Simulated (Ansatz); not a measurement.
Basis sets compared for TiIF3. Total charge 0; singlet. Geometry r2SCAN-D4/def2-SVP. Ansatz on 4 threads of INTEL XEON PLATINUM 8581C on a shared host; times are rough, and most runs start from earlier orbitals.

Cartesian coordinates in Å:
```
Ti 0.024 -0.155 -0.011
I -0.361 2.375 0.172
F -1.419 -1.007 0.417
F 1.297 -0.640 1.054
F 0.460 -0.573 -1.632
```

In the def2 sets I takes a core potential; there is no spin–orbit coupling.

Binding counts from free atoms (Ti triplet, I doublet, F doublet) in the same basis, without a counterpoise term.

```json
{"level": "PBE-D4/def2-SVP", "functions": "99", "energy (Eh)": "-1446.1445", "HOMO (eV)": "-7.17", "LUMO (eV)": "-4.08", "binding per atom (eV)": "4.78", "wall time": "0.55 s"}
{"level": "PBE-D4/def2-TZVP", "functions": "188", "energy (Eh)": "-1446.6389", "HOMO (eV)": "-7.32", "LUMO (eV)": "-4.20", "binding per atom (eV)": "–", "wall time": "0.95 s"}
{"level": "r2SCAN-D4/def2-TZVP (with forces)", "functions": "188", "energy (Eh)": "-1447.1105", "HOMO (eV)": "-7.65", "LUMO (eV)": "-4.22", "binding per atom (eV)": "–", "wall time": "2.1 s"}
{"level": "PBE0-D4/def2-SVP", "functions": "99", "energy (Eh)": "-1446.1558", "HOMO (eV)": "-8.43", "LUMO (eV)": "-3.46", "binding per atom (eV)": "4.31", "wall time": "0.95 s"}
{"level": "PBE0-D4/def2-TZVP", "functions": "188", "energy (Eh)": "-1446.6514", "HOMO (eV)": "-8.49", "LUMO (eV)": "-3.39", "binding per atom (eV)": "4.28", "wall time": "2 s"}
```

**Question.** Estimate the rows for PBE-D4/def2-TZVPD, r2SCAN-D4/def2-TZVPD, PBE0-D4/def2-TZVPD.

**Answer.** 
| level | functions | energy (Eh) | HOMO (eV) | LUMO (eV) | binding per atom (eV) | wall time |
| --- | --- | --- | --- | --- | --- | --- |
| PBE-D4/def2-TZVPD | 227 | -1446.6424 | -7.32 | -4.20 | – | 1.4 s |
| r2SCAN-D4/def2-TZVPD | 227 | -1447.1142 | -7.63 | -4.20 | – | 2.3 s |
| PBE0-D4/def2-TZVPD | 227 | -1446.6552 | -8.47 | -3.37 | 4.29 | 2.5 s |
